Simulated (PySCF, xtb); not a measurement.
Cl3Se, multiplicity 2. Atoms are numbered in the order given.

```xyz
4

Se    -0.3167     0.3156     0.0000
Cl     0.2813     0.5814     2.1875
Cl     0.2813     0.5814    -2.1875
Cl     0.0709    -1.7940     0.0000
```
Charge 0, spin multiplicity 2.

Coordinates come from a ωB97X-D3(BJ)/def2-SVP optimisation. The spin state was assumed, not searched. The isomer is the one that the SMILES or the coordinates give; other isomers of the formula were not compared.

Computed with IEF-PCM-B3LYP/def2-SVP in PySCF.

The values are the electrostatic part of the solvation free energy, E(continuum) − E(gas) at the gas-phase geometry, in a cavity of scaled van der Waals radii (PySCF's table); cavitation and dispersion terms are not included. The dipole moment in vacuum is 0.95 D.

```tsv
solvent	ε	ΔG(elec) (kcal/mol)	dipole (D)
water	78.36	-2.6	1.27
acetone	20.49	-2.5	1.25
dichloromethane	8.93	-2.2	1.21
```

For comparison, GFN2-xTB/ALPB(water) (xtb, at the GFN2-xTB geometry, all terms of that model) gives -0.3 kcal/mol.
